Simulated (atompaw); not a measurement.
# Reading a pseudo-wave (Br)

Columns: radius, all-electron u(r) and pseudo u(r) of the 4p shell (level -8.00 eV) of bromine in the configuration [Ar] 3d10 4s2 4p5; LDA (PW92), scalar-relativistic, PAW (atompaw) scheme, atompaw 4.2.0.5.

| r (bohr) | all-electron | pseudo |
| --- | --- | --- |
| 0.067 | 0.1816 | 0.0037 |
| 0.135 | 0.1714 | 0.0149 |
| 0.202 | -0.0033 | 0.0329 |
| 0.269 | -0.1844 | 0.0576 |
| 0.337 | -0.3021 | 0.0889 |
| 0.404 | -0.3415 | 0.1250 |
| 0.471 | -0.3182 | 0.1657 |
| 0.538 | -0.2513 | 0.2100 |
| 0.606 | -0.1565 | 0.2577 |
| 0.673 | -0.0502 | 0.3064 |
| 0.740 | 0.0596 | 0.3558 |
| 0.808 | 0.1681 | 0.4057 |
| 0.875 | 0.2680 | 0.4538 |
| 0.942 | 0.3588 | 0.4999 |
| 1.010 | 0.4404 | 0.5439 |
| 1.077 | 0.5099 | 0.5839 |
| 1.144 | 0.5690 | 0.6200 |
| 1.212 | 0.6188 | 0.6524 |
| 1.279 | 0.6585 | 0.6797 |
| 1.346 | 0.6897 | 0.7023 |
| 1.413 | 0.7133 | 0.7201 |
| 1.481 | 0.7301 | 0.7334 |
| 1.548 | 0.7407 | 0.7420 |
| 1.615 | 0.7460 | 0.7464 |
| 1.683 | 0.7467 | 0.7468 |
| 1.750 | 0.7435 | 0.7435 |

Question: How many radial nodes do the two functions have?

Answer: The all-electron 4p function has n − l − 1 = 2; the pseudo-wave has 0, since the states of the same l below it are removed with the core.

Question: Is the pseudo-wave norm-conserving?

Answer: No, it belongs to a PAW set: the norm inside the radius is not constrained, and the difference is carried by the augmentation charge.
